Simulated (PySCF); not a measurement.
**Correlation energy of P⁺ (phosphorus, charge +1)**

[Ne] 3s2 3p2, high-spin 3P determinant. Calculation: PySCF 2.14, in def2-TZVP; the non-relativistic Hamiltonian (point nucleus). Frozen: [Ne]; 4 electrons correlated.

MP2 pair energies summed by pair of shells (mhartree):

| pair | energy | share (%) |
| --- | --- | --- |
| 3s-3p | -37.68 | 62.1 |
| 3s-3s | -16.59 | 27.4 |
| 3p-3p | -6.36 | 10.5 |

Total MP2 correlation energy: -60.63 mhartree.

Same-spin part -10.21 and opposite-spin part -50.42 mhartree; SCS-MP2 scales them by 1/3 and 6/5 to -63.91 mhartree.

```csv
level,correlation energy (mhartree)
CCSD,-81.32
(T),-2.25
CCSD(T),-83.57
```

Diagnostics: T1 = 0.0097, D1 = 0.0251, largest double amplitude 0.103.

Cost of the coupled-cluster step: 0.43 s of wall time on 1 thread of Neoverse-V1 (shared host), for 4 correlated electrons.

Iterations:

```
CC2 = 0
CCSD nocc = (np.int64(3), np.int64(1)), nmo = (32, 32)
frozen orbitals [[0, 1, 2, 3, 4], [0, 1, 2, 3, 4]]
max_cycle = 100
direct = 0
conv_tol = 1e-08
conv_tol_normt = 1e-06
diis_space = 8
diis_start_cycle = 0
Init t2, MP2 energy = -0.0606318420580544
Init E_corr(UCCSD) = -0.0606318420658597
cycle = 1  E_corr(UCCSD) = -0.0747685016009316  dE = -0.0141366595  norm(t1,t2) = 0.0516747
cycle = 2  E_corr(UCCSD) = -0.0787951413078281  dE = -0.00402663971  norm(t1,t2) = 0.0202214
cycle = 3  E_corr(UCCSD) = -0.0813106698239495  dE = -0.00251552852  norm(t1,t2) = 0.00948451
cycle = 4  E_corr(UCCSD) = -0.0813077987998672  dE = 2.87102408e-06  norm(t1,t2) = 0.00178559
cycle = 5  E_corr(UCCSD) = -0.0813247029659836  dE = -1.69041661e-05  norm(t1,t2) = 0.000265148
cycle = 6  E_corr(UCCSD) = -0.0813194657339097  dE = 5.23723207e-06  norm(t1,t2) = 6.18356e-05
cycle = 7  E_corr(UCCSD) = -0.0813221385343024  dE = -2.67280039e-06  norm(t1,t2) = 9.32798e-06
cycle = 8  E_corr(UCCSD) = -0.0813215350437198  dE = 6.03490583e-07  norm(t1,t2) = 2.24873e-06
cycle = 9  E_corr(UCCSD) = -0.0813215205227572  dE = 1.45209626e-08  norm(t1,t2) = 3.70622e-07
cycle = 10  E_corr(UCCSD) = -0.0813215411178254  dE = -2.05950682e-08  norm(t1,t2) = 1.03507e-07
cycle = 11  E_corr(UCCSD) = -0.0813215411367482  dE = -1.89228078e-11  norm(t1,t2) = 5.09961e-08
UCCSD converged
E(UCCSD) = -340.4269848423178  E_corr = -0.08132154113674821
UCCSD(T) correction = -0.00225142930841608
```
